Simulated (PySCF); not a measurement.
Numbering as in the mapped SMILES `[CH3:1][O:2][Al-:3]([O:4][CH3:5])([O:6][CH3:7])[O:8][CH3:9]`. Each H is labelled by its parent atom.

Geometry: PBE0-D3(BJ)/def2-SVP; GIAO absolute shieldings from PySCF 2.14, gas phase, non-relativistic, averaged over equivalent atoms.

At PBE0/pcSseg-1 (220 basis functions, 33 s wall time on 1 thread of an Arm Neoverse V2, shared host):
```tsv
atoms	σ (ppm)
C1/C5/C7/C9	130.4
O2/O4/O6/O8	342.4
Al3	506.0
H(C1)/H(C5)/H(C7)/H(C9)	27.67
```

Question: What do these become at HF/pcSseg-1?

Answer: 
```
                  atoms  σ at HF/pcSseg-1  change
            C1/C5/C7/C9             143.3   +12.9
            O2/O4/O6/O8             365.1   +22.7
                    Al3             540.1   +34.1
H(C1)/H(C5)/H(C7)/H(C9)             28.55   +0.88
```

The largest change is at Al3 (aluminium bonded to 4 O). Cost: 220 basis functions, 18 s wall time on 1 thread of an Arm Neoverse V2, shared host.
